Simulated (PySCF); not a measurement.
## Pt: excitation energy

Pt [Xe] 4f14 5d9 6s1 (3D) → Pt [Xe] 4f14 5d8 6s1 6p1 (high-spin determinant), as a difference of total energies. All numbers are calculated (PySCF 2.14, scalar relativity by spin-free X2C-1e, in x2c-TZVPPall (11s7p7d3f1g, 97 functions)). Correlated levels: valence and next inner shell: [Kr] 4d10 4f14 frozen. The calculations carry no spin-orbit coupling.

| method | excitation energy (cm⁻¹) |
| --- | --- |
| UHF | 24686 |
| MP2 (valence and next inner shell) | 39029 |
| SCS-MP2 (valence and next inner shell) | 38639 |
| CCSD (valence and next inner shell) | 35493 |
| CCSD(T) (valence and next inner shell) | 36240 |

A first-order spin-orbit estimate (lowest level to lowest level, LS coupling) adds -0.100 eV.

The basis was made for the ground configuration and has no added diffuse functions, so the excitation energy can come out too high.

The determinant of the upper state mixes LS terms, which raises its energy above the lowest term, most at the Hartree-Fock and MP2 levels.
